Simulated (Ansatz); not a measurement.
Ansatz results at the PBE0-D4/def2-TZVP geometry: HOMO–LUMO gap (PBE/def2-TZVPP) 3.90 eV; HOMO–LUMO gap (PBE0/def2-TZVPP) 5.77 eV; LUMO energy (ωB97M-V/def2-TZVPP) 1.83 eV.

Each molecule was computed in one conformer, which needn't be the lowest.

Q: Which molecule gave them?
A. `C[N]([SiH3])[GeH3]`
B. `CCN([SiH3])c1ccccc1`
C. `C=C[N]([GeH3])[Si](C)(C)C`
D. `B[NH][GeH3]`

A: B. The others give `B[NH][GeH3]`: 6.17, 8.40, 1.88; `C=C[N]([GeH3])[Si](C)(C)C`: 4.72, 6.67, 2.14; `C[N]([SiH3])[GeH3]`: 4.83, 6.97, 1.83.
